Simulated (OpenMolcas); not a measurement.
## Tm2+: moving or changing the point charges

Tm2+ among 6 point charges of -1 e arranged as an octahedron (Oh), 2.76 Å from the ion.
```
   2.7600    0.0000    0.0000  -1.00
   0.0000    2.7600    0.0000  -1.00
  -2.7600    0.0000    0.0000  -1.00
   0.0000   -2.7600    0.0000  -1.00
   0.0000    0.0000    2.7600  -1.00
   0.0000    0.0000   -2.7600  -1.00
```

* Program: OpenMolcas
* Method: CASSCF
* Basis: ANO-RCC-VTZP [8s7p5d3f2g1h]
* Scalar Hamiltonian: DKH2, point nucleus
* Active space: 13 electrons in 7 orbitals (4f)
* State averaging: 2S+1 = 2 odd, 7 roots
* Spin-orbit coupling: state interaction with AMFI integrals over the reference wave functions

Runs around this geometry, states (labels of O, the rotations of Oh). Energies in cm-1 above the lowest state or level, χT in cm3 K/mol; under a threefold ground state the first gap can be a small split of the lowest multiplet, not the spin-orbit step.

```tsv
R (Å)	Ground state	First state of that spin	First gap with spin-orbit (degeneracies)	Width of lowest J	χT at 300 K
2.76	2T1	2T2 104.4	68.1 (2, 4)	169	2.556
2.91	2T1	2T2 80.3	52.5 (2, 4)	131	2.564
3.16	2T1	2T2 53.2	34.9 (2, 4)	88	2.571
```

Taking the width of the lowest J multiplet as R^-n, n = -ln(88 / 169) / ln(3.16 / 2.76) = 4.8 between the shortest and longest distance.

Point charges carry no covalency, so the field is a model and not that of real ligands. No measured value stands beside these numbers.
